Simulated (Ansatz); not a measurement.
C4NiO4, singlet, geometry from GFN2-xTB (such geometries of metal compounds can be far from the true shape), atoms displaced at random by about 0.05 Å a coordinate. Base run: PBE/STO-3G (Ansatz, a program for electronic structure).

Input for Ansatz:
Ansatz 0.2 input:
```yaml
crystal:
  periodic: [false, false, false]
  atoms:
    - {symbol: Ni, position_ang: [-0.02092623, -0.05094893, 0.01350276]}
    - {symbol: O, position_ang: [1.93681330, 1.44176924, -1.62119519]}
    - {symbol: C, position_ang: [1.21051311, 0.92168545, -0.92792534]}
    - {symbol: O, position_ang: [1.49136065, -1.50534636, 2.10123937]}
    - {symbol: C, position_ang: [0.93573941, -0.88173008, 1.32557969]}
    - {symbol: O, position_ang: [-1.52935795, -1.96161053, -1.65585984]}
    - {symbol: C, position_ang: [-0.83967631, -1.18115754, -1.08833362]}
    - {symbol: O, position_ang: [-2.00424781, 1.84900888, 1.15012835]}
    - {symbol: C, position_ang: [-1.13586721, 1.17624292, 0.73784694]}
basis:
  gaussian:
    orbitals: STO-3G
hamiltonian:
  xc: pbe
relax: {}
```

Each row names what was changed in the base input (with any setting that the change needs).

| change | ΔE vs base (kcal/mol) | optimiser steps | core-seconds (rough) |
|---|---|---|---|
| base | 0.000 | 6 | 20 |
| relax = max_displacement: 0.02 | 0.000 | 19 | 50 |
| relax = f_tol: 0.05 | 0.005 | 5 | 10 |
| relax = escape_saddle: false | 0.000 | 6 | 10 |
| relax = f_tol: 0.0005 | 0.000 | 7 | 20 |
| relax = max_displacement: 0.5 | 0.000 | 5 | 10 |
| relax = f_tol: 0.002 | 0.000 | 6 | 20 |
